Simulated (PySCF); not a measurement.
## C$_{6}$H$_{9}$ClOSi$_{2}$: full NMR table

```
Formula                               : C6H9ClOSi2
SMILES                                : C=C[Si@H](Cl)[SiH2]c1ccco1
InChI                                 : InChI=1S/C6H9ClOSi2/c1-2-10(7)9-6-4-3-5-8-6/h2-5,10H,1,9H2/t10-/m1/s1
Point group of the computed structure : C1
Degrees of unsaturation               : 4
Carbon signals                        : 6
Proton signals                        : 9
```

Mapped SMILES: `[CH2:1]=[CH:2][Si@H:3]([Cl:4])[SiH2:5][c:6]1[cH:7][cH:8][cH:9][o:10]1`. Each H is labelled by its parent atom. Ha(C1) is cis to Si3; Ha(Si5) is pro-R; Hb(Si5) is pro-S; Hb(C1) is trans to Si3.

PySCF 2.14.0 with density-fitted response routines calculation with structure optimised with GFN2-xTB and NMR shieldings at PBE0/pcSseg-1/GIAO; no solvent model, one computed conformer, non-relativistic.

References, each an isolated molecule treated in the same way: ¹H (σ = 31.72 ppm) and ¹³C (σ = 186.93 ppm) and ²⁹Si (σ = 349.16 ppm) against TMS; H2O for ¹⁷O (σ = 336.08 ppm).

| carbon | δC, type | δH (multiplicity) | HMBC from (2–3 bonds) | span of the C tensor (ppm) |
| --- | --- | --- | --- | --- |
| C1 | 143.3, CH2 | Hb(C1) 6.51 (m); Ha(C1) 6.15 (m) | H(C2), H(Si3) | 245 |
| C2 | 146.5, CH | 6.85 (m) | Hb(C1), Ha(C1), H(Si3), Hb(Si5), Ha(Si5) | 237 |
| C6 | 150.3, C | – | H(C9), H(C7), H(C8), H(Si3), Hb(Si5), Ha(Si5) | 143 |
| C7 | 131.0, CH | 7.17 (m) | H(C9), H(C8), Hb(Si5), Ha(Si5) | 200 |
| C8 | 117.7, CH | 6.79 (m) | H(C9), H(C7) | 181 |
| C9 | 153.2, CH | 7.78 (m) | H(C7), H(C8) | 153 |

Other nuclei:
```
  atoms  nucleus                                environment  δ (ppm)  σ (ppm)
 H(Si3)       ¹H  hydrogen on a silicon bonded to C, Cl, Si     5.79    25.92
Hb(Si5)       ¹H      hydrogen on a silicon bonded to C, Si     4.79    26.93
Ha(Si5)       ¹H      hydrogen on a silicon bonded to C, Si     4.64    27.07
    Si3     ²⁹Si             silicon bonded to C, Cl, Si, H    -10.9    360.1
    Si5     ²⁹Si               silicon bonded to C, Si, 2 H    -91.6    440.8
    O10      ¹⁷O                       aromatic ring oxygen    329.1      7.0
```

1. Carbon types of the structure: 1 × C, 4 × CH, 1 × CH2, leaving 3 H on heteroatoms.
2. δC 153.2: aromatic CH next to the ring oxygen.
3. δC 150.3: substituted aromatic carbon next to the ring oxygen.
4. δC 146.5: alkene CH; the olefinic region.
5. δC 143.3: terminal =CH2 carbon; as expected for a trigonal carbon in a double bond.
6. δC 131.0, 117.7: aromatic CH.

Shifts are as computed. Against solution values, carbons near 30 ppm lie about +3 ppm off and those near 130 ppm about +5 ppm. Of 1309 compounds with measured shifts, 239 miss one by over three times the rms of a fit or turn the order of signals round; such compounds aren't used in these exercises. Unscaled 17O shifts of doubly bonded oxygen tend to come out too high, by tens of ppm or more. Experimental scales use liquid or dissolved standards, which lie at an offset from isolated H2O (liquid H2O: subtract about 36 ppm). Multiplicities follow the n + 1 count of equivalent neighbours, as no J values were calculated; m marks all less simple cases, F and P coupling included.
